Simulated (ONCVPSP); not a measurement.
Plane-wave convergence, ONCV potential for Sc

* Element: Sc (Z = 21)
* Generator: ONCVPSP 4.0.1
* Type: optimised norm-conserving Vanderbilt (ONCV)
* Functional: revPBE
* Relativity: fully relativistic
* Frozen core: [Ne]
* Valence charge: 11
* Reference configuration: 3s2 3p6 3d1 4s1 (charge +1)
* Partial waves: 3s+4s: rc 1.60 bohr, ncon 4, nbas 8, qcut 6.1 1/bohr, 2 projectors; 3p: rc 1.40 bohr, ncon 4, nbas 8, qcut 11.4 1/bohr, 2 projectors, debl 0.8 Ha; 3d: rc 2.10 bohr, ncon 4, nbas 9, qcut 6.7 1/bohr, 2 projectors, debl 3 Ha; f scattering state at 0.36 Ha: rc 2.20 bohr, ncon 4, nbas 7, qcut 5.6 1/bohr, 2 projectors, debl 2.1 Ha
* Local potential: polynomial inside 0.90 bohr (lpopt 5, dvloc0 4 Ha)
* Core correction: Teter function, fcfact 2.75, rcfact 1.5

Open shells are filled in proportion to 2j + 1.

In the p channel the program set the typed energies aside and used -1.486, 0.250 Ha (j = l + 1/2; the other j can differ).

Question: For each optimised wave give the share of its norm inside rc, the residual kinetic energy above qcut (Ha) and the cutoffs (Ha) for errors of 10, 1, 0.1 and 0.01 mHa per electron.

Answer:

| wave | norm inside rc | residual KE | 10 mHa | 1 mHa | 0.1 mHa | 0.01 mHa |
| --- | --- | --- | --- | --- | --- | --- |
| 3s | 0.900 | 1.3e-04 | 9.6 | 14.9 | 20.6 | 65.9 |
| 4s | 0.046 | 6.8e-05 | 4.1 | 13.1 | 17.8 | 40.9 |
| 3p j=3/2 | 0.730 | 8.6e-09 | 12.3 | 26.1 | 38.2 | 46.3 |
| p projector 2 j=3/2 | 0.093 | 2.7e-09 | 11.0 | 16.1 | 35.5 | 45.2 |
| 3p j=1/2 | 0.736 | 8.7e-09 | 12.5 | 25.4 | 38.0 | 46.2 |
| p projector 2 j=1/2 | 0.093 | 2.9e-09 | 11.1 | 16.1 | 35.3 | 45.1 |
| 3d j=5/2 | 0.735 | 2.3e-05 | 15.3 | 18.3 | 20.8 | 35.2 |
| d projector 2 j=5/2 | 0.157 | 8.4e-04 | 18.5 | 22.7 | 72.0 | 90.7 |
| 3d j=3/2 | 0.736 | 2.3e-05 | 15.3 | 18.4 | 20.8 | 35.4 |
| d projector 2 j=3/2 | 0.157 | 8.5e-04 | 18.5 | 22.7 | 72.2 | 90.8 |
| f projector 1 j=7/2 | 0.064 | 6.1e-06 | 3.4 | 7.7 | 11.6 | 14.9 |
| f projector 2 j=7/2 | 0.186 | 1.1e-03 | 11.9 | 15.9 | 31.4 | 50.7 |
| f projector 1 j=5/2 | 0.064 | 6.1e-06 | 3.4 | 7.7 | 11.6 | 14.9 |
| f projector 2 j=5/2 | 0.186 | 1.1e-03 | 11.9 | 15.9 | 31.4 | 50.7 |

The occupied waves need 26 Ha and 38 Ha for 1 and 0.1 mHa.
